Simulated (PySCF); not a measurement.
**Au²⁺: ionisation energy**

Au²⁺ [Xe] 4f14 5d9 (2D) → Au³⁺ [Xe] 4f14 5d8 (3F), as a difference of total energies. Computed with PySCF 2.14 in x2c-TZVPPall, with scalar relativity by spin-free X2C-1e. Correlated levels: valence: [Xe] 4f14 frozen. The calculations carry no spin-orbit coupling.

| method | ionisation energy (eV) |
| --- | --- |
| UHF | 30.882 |
| MP2 (valence) | 32.553 |
| SCS-MP2 (valence) | 32.450 |
| CCSD (valence) | 32.365 |
| CCSD(T) (valence) | 32.444 |

**Question.** How much does correlation contribute at CCSD(T) (valence)?

**Answer.** 32.444 − (30.882) = 1.562 eV, measured against UHF.

A first-order spin-orbit estimate (lowest level to lowest level, LS coupling) adds -0.420 eV.

Errors of the correlated levels include the incompleteness of this basis and the frozen core.

For comparison: 30 ± 1.6 eV (theoretical estimate listed by NIST; NIST Atomic Spectra Database, ionization energies).
